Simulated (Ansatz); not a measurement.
Geometry optimisation of H$_{5}$O$_{2}$Si$_{2}$ (`O[SiH][SiH2]O`) radical.

```yaml
crystal:
  periodic: [false, false, false]
  atoms:
    - {symbol: O, position_ang: [-1.877230, 1.421310, 0.472290]}
    - {symbol: Si, position_ang: [-0.284130, 1.080920, 0.617030]}
    - {symbol: Si, position_ang: [0.196590, -1.032000, -0.076210]}
    - {symbol: O, position_ang: [1.788560, -1.282830, 0.199720]}
    - {symbol: H, position_ang: [-2.270640, 1.857100, -0.280800]}
    - {symbol: H, position_ang: [0.437780, 2.217060, -0.007910]}
    - {symbol: H, position_ang: [-0.388120, -2.058460, 0.784730]}
    - {symbol: H, position_ang: [-0.067850, -1.430410, -1.477370]}
    - {symbol: H, position_ang: [2.465040, -0.772690, -0.231480]}
basis:
  gaussian: {orbitals: def2-TZVP}
magnetization: {spin_polarized: true, initial_magnetization: 1}
hamiltonian: {xc: pbe0, dispersion: d4}
relax: {f_tol: 0.005, max_steps: 150}
```

```sh
$ ansatz run in.yaml --threads 2 --pin off --events-out ev --progress --plain --max-ram 22528MiB --backend cpu
```

Output, abridged:

```
Functional definition: PBE0
mean field -19922.66687782 eV, -732.1445036912 hartree, gradient 3.4e-5 eV, S^2 0.754931; 0 other end points of the search recorded, 0 dependent functions left out
relax step   1: F+E_penalty+E_count = -19922.82488480 eV  Δ(F+E_penalty+E_count) = +0.000e0 eV  max|allowed force component| = 7.727e-1 eV/Å  Δτ_max = 0.0000 Å  (30 SCF iters, accepted)
mean field -19922.80253280 eV, -732.1494889199 hartree, gradient 2.0e-5 eV, S^2 0.754776; 0 other end points of the search recorded, 0 dependent functions left out
relax step   2: F+E_penalty+E_count = -19922.95775155 eV  Δ(F+E_penalty+E_count) = -1.329e-1 eV  max|allowed force component| = 5.833e-1 eV/Å  Δτ_max = 0.1818 Å  (33 SCF iters, accepted)
mean field -19922.84132789 eV, -732.1509146130 hartree, gradient 1.9e-5 eV, S^2 0.754739; 0 other end points of the search recorded, 0 dependent functions left out
relax step   3: F+E_penalty+E_count = -19922.99764189 eV  Δ(F+E_penalty+E_count) = -3.989e-2 eV  max|allowed force component| = 3.718e-1 eV/Å  Δτ_max = 0.0992 Å  (33 SCF iters, accepted)
mean field -19922.85541622 eV, -732.1514323497 hartree, gradient 1.9e-5 eV, S^2 0.754644; 0 other end points of the search recorded, 0 dependent functions left out
relax step   4: F+E_penalty+E_count = -19923.01198572 eV  Δ(F+E_penalty+E_count) = -1.434e-2 eV  max|allowed force component| = 4.501e-1 eV/Å  Δτ_max = 0.0746 Å  (33 SCF iters, accepted)
mean field -19922.82455198 eV, -732.1502981097 hartree, gradient 1.0e-5 eV, S^2 0.754237; 0 other end points of the search recorded, 0 dependent functions left out
relax step   5: F+E_penalty+E_count = -19922.98164204 eV  Δ(F+E_penalty+E_count) = +3.034e-2 eV  max|allowed force component| = 6.586e-1 eV/Å  Δτ_max = 0.2000 Å  (39 SCF iters, rejected (line search))
mean field -19922.87633173 eV, -732.1522009806 hartree, gradient 1.7e-5 eV, S^2 0.754441; 0 other end points of the search recorded, 0 dependent functions left out
relax step   6: F+E_penalty+E_count = -19923.03301760 eV  Δ(F+E_penalty+E_count) = -2.103e-2 eV  max|allowed force component| = 7.857e-2 eV/Å  Δτ_max = 0.1000 Å  (34 SCF iters, accepted)
mean field -19922.88364653 eV, -732.1524697946 hartree, gradient 1.4e-5 eV, S^2 0.754290; 0 other end points of the search recorded, 0 dependent functions left out
relax step   7: F+E_penalty+E_count = -19923.04033309 eV  Δ(F+E_penalty+E_count) = -7.315e-3 eV  max|allowed force component| = 7.252e-2 eV/Å  Δτ_max = 0.1000 Å  (33 SCF iters, accepted)
mean field -19922.88445185 eV, -732.1524993894 hartree, gradient 2.0e-5 eV, S^2 0.754140; 0 other end points of the search recorded, 0 dependent functions left out
relax step   8: F+E_penalty+E_count = -19923.04146604 eV  Δ(F+E_penalty+E_count) = -1.133e-3 eV  max|allowed force component| = 1.338e-1 eV/Å  Δτ_max = 0.1044 Å  (34 SCF iters, accepted)
mean field -19922.88562191 eV, -732.1525423883 hartree, gradient 1.5e-5 eV, S^2 0.754287; 0 other end points of the search recorded, 0 dependent functions left out
relax step   9: F+E_penalty+E_count = -19923.04220477 eV  Δ(F+E_penalty+E_count) = -7.387e-4 eV  max|allowed force component| = 5.620e-2 eV/Å  Δτ_max = 0.1193 Å  (34 SCF iters, accepted)
mean field -19922.88680739 eV, -732.1525859540 hartree, gradient 9.8e-6 eV, S^2 0.754227; 0 other end points of the search recorded, 0 dependent functions left out
relax step  10: F+E_penalty+E_count = -19923.04369919 eV  Δ(F+E_penalty+E_count) = -1.494e-3 eV  max|allowed force component| = 1.239e-2 eV/Å  Δτ_max = 0.0351 Å  (34 SCF iters, accepted)
mean field -19922.88692828 eV, -732.1525903966 hartree, gradient 9.1e-6 eV, S^2 0.754230; 0 other end points of the search recorded, 0 dependent functions left out
relax step  11: F+E_penalty+E_count = -19923.04382522 eV  Δ(F+E_penalty+E_count) = -1.260e-4 eV  max|allowed force component| = 1.223e-2 eV/Å  Δτ_max = 0.0110 Å  (35 SCF iters, accepted)
mean field -19922.88691703 eV, -732.1525899830 hartree, gradient 9.0e-6 eV, S^2 0.754228; 0 other end points of the search recorded, 0 dependent functions left out
relax step  12: F+E_penalty+E_count = -19923.04379421 eV  Δ(F+E_penalty+E_count) = +3.100e-5 eV  max|allowed force component| = 2.618e-2 eV/Å  Δτ_max = 0.0090 Å  (35 SCF iters, rejected (line search))
mean field -19922.88694097 eV, -732.1525908627 hartree, gradient 7.3e-6 eV, S^2 0.754229; 0 other end points of the search recorded, 0 dependent functions left out
relax step  13: F+E_penalty+E_count = -19923.04385202 eV  Δ(F+E_penalty+E_count) = -2.680e-5 eV  max|allowed force component| = 1.701e-2 eV/Å  Δτ_max = 0.0044 Å  (28 SCF iters, accepted)
mean field -19922.88693971 eV, -732.1525908167 hartree, gradient 1.8e-5 eV, S^2 0.754229; 0 other end points of the search recorded, 0 dependent functions left out
relax step  14: F+E_penalty+E_count = -19923.04385959 eV  Δ(F+E_penalty+E_count) = -7.574e-6 eV  max|allowed force component| = 7.529e-3 eV/Å  Δτ_max = 0.0016 Å  (26 SCF iters, accepted)
mean field -19922.88693795 eV, -732.1525907519 hartree, gradient 6.6e-5 eV, S^2 0.754229; 0 other end points of the search recorded, 0 dependent functions left out
relax step  15: F+E_penalty+E_count = -19923.04386087 eV  Δ(F+E_penalty+E_count) = -1.272e-6 eV  max|allowed force component| = 1.600e-3 eV/Å  Δτ_max = 0.0012 Å  (23 SCF iters, accepted)
mean field -19922.88693795 eV, -732.1525907519 hartree, gradient 6.6e-5 eV, S^2 0.754229; 1 other end points of the search recorded, 0 dependent functions left out
Total energy: -19923.04389380 eV, -732.1583587731 hartree
Atom 0 at    -1.960199     1.294533     0.040260 Å, force     0.000698     0.000339     0.000130 eV/Å
Atom 1 at    -0.418781     1.045679     0.600975 Å, force     0.000036    -0.000049    -0.000266 eV/Å
Atom 2 at     0.264756    -1.119407    -0.008945 Å, force    -0.001600     0.000427     0.000142 eV/Å
Atom 3 at     1.899124    -1.262455     0.203104 Å, force     0.000904    -0.000852     0.000942 eV/Å
Atom 4 at    -2.269143     2.200138    -0.019772 Å, force    -0.000154    -0.000363     0.000006 eV/Å
Atom 5 at     0.504073     2.093780     0.043196 Å, force    -0.000164     0.000076     0.000051 eV/Å
Atom 6 at    -0.344044    -2.135525     0.882410 Å, force     0.000106    -0.000118    -0.000123 eV/Å
Atom 7 at    -0.137373    -1.421936    -1.415895 Å, force     0.000198    -0.000128    -0.000192 eV/Å
Atom 8 at     2.461587    -0.694807    -0.325333 Å, force    -0.000024     0.000669    -0.000690 eV/Å
Dipole moment:     0.038338     0.432976    -0.189221 e Å
```

It took 65 s on 2 threads of an AMD EPYC 7R13 on a shared host, with 0.51 GiB of host memory at the peak.
